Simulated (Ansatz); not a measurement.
Program: Ansatz. Geometries: PBE0-D4/def2-TZVP. ΔE: electronic, gas phase. CCSD(T)/CBS adds triple-zeta CCSD(T) − MP2 to the extrapolated MP2 energy (def2 sets, frozen cores). This one scheme is used for every species. DFT in def2-TZVPP. B3LYP here is the variant with VWN-RPA as its local correlation; programs differ in this. For As outer-core shells are correlated without core-valence functions, which leaves a few kJ/mol of doubt a bond. Scalar relativity is left out up to krypton. One conformer a species, not always the lowest.

Reaction (formal exchange of groups at a C–O bond): `OCC[AsH2]` + SiH₄ → `[SiH3]CC[AsH2]` + H₂O

| level | ΔE (kJ/mol) | difference from CCSD(T)/CBS |
| --- | --- | --- |
| PBE | -70.3 | 10.2 |
| B3LYP | -64.3 | 16.2 |
| HF/def2-TZVPP | -56.4 | 24.1 |
| MP2/def2-TZVPP | -82.8 | -2.3 |
| CCSD/def2-TZVPP | -72.4 | 8.1 |
| HF/def2-QZVPP | -57.3 | 23.2 |
| MP2/def2-QZVPP | -86.7 | -6.2 |
| SCS-MP2/def2-QZVPP | -78.2 | 2.3 |
| MP2/CBS(def2) | -89.1 | -8.6 |
| CCSD/CBS(def2) | -78.7 | 1.8 |
| CCSD(T)/CBS | -80.5 | 0 |

Largest T1 diagnostic among the species: 0.011.

The D4 term adds −6.2 kJ/mol with B3LYP and −3.6 kJ/mol with PBE0; it sums over pairs of atoms, weighted by their polarisabilities, and B3LYP, whose exchange is more repulsive, gets the larger term. In def2-TZVPP, CCSD(T) changes the Hartree–Fock value by −17.7 kJ/mol (the triples alone add −1.7 kJ/mol) and MP2 by −26.3 kJ/mol.
